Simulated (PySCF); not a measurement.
O4Rh, SMILES [O]=[Rh+](=[O])(=[O])=[O], charge +1, multiplicity 1. The structure is a stationary point at PBE-D3(BJ)/def2-SVP. The spin state was assumed, not searched. The def2 effective core potentials stand for the cores of Rh; spin–orbit coupling is left out.

Task: Give the equilibrium geometry at PBE-D3(BJ)/def2-SVP (PySCF confirms it by a frequency run) as a Z-matrix, and its point group. (The exact figures need the calculation; the answer reports its results.)

Result: point group Td.
```
Rh
O 1 1.7016
O 1 1.7016 2 109.47
O 1 1.7016 2 109.47 3 120.00
O 1 1.7016 2 109.47 3 -120.00
```
Charge +1, spin multiplicity 1.
